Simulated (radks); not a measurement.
The numbers below are computed, except where a source is named.
Orbital eigenvalues (eV) of neutral gadolinium, [Xe] 4f7 5d1 6s2, at several levels of relativity; Dirac values are averaged over j with weights 2j + 1. Spin-unpolarised spherical Kohn-Sham, PBE, point nucleus unless stated (finite: rms radius 5.1569 fm), a radial shooting solver on a logarithmic mesh with Libxc functionals. A level marked "c x" has the speed of light scaled by that factor and shares open shells by 2j + 1; other Dirac levels either fill j = l - 1/2 first or share by 2j + 1.

| shell | non-rel. | scalar-rel. | Dirac, 2j+1 shares, finite nucleus | Dirac, c x 1.5 | change of magnitude, last against first (%) |
|---|---|---|---|---|---|
| 2p | -7133.8 | -7361.5 | -7378.7 | -7236.0 | +1.43 |
| 3s | -1654.9 | -1834.1 | -1830.9 | -1727.6 | +4.39 |
| 3p | -1492.7 | -1551.8 | -1555.3 | -1519.1 | +1.76 |
| 3d | -1190.7 | -1179.3 | -1177.2 | -1185.0 | -0.47 |
| 4s | -327.13 | -369.44 | -368.79 | -344.23 | +5.23 |
| 4p | -263.69 | -276.39 | -277.32 | -269.37 | +2.15 |
| 4d | -150.64 | -147.72 | -147.45 | -149.27 | -0.91 |
| 5s | -43.676 | -49.741 | -49.647 | -46.075 | +5.49 |
| 5p | -26.529 | -27.265 | -27.424 | -26.872 | +1.29 |
| 4f | -13.069 | -8.6968 | -8.6744 | -11.098 | -15.08 |
| 6s | -3.7822 | -4.1261 | -4.1257 | -3.9167 | +3.56 |
| 5d | -3.2998 | -2.5330 | -2.5354 | -2.9552 | -10.44 |
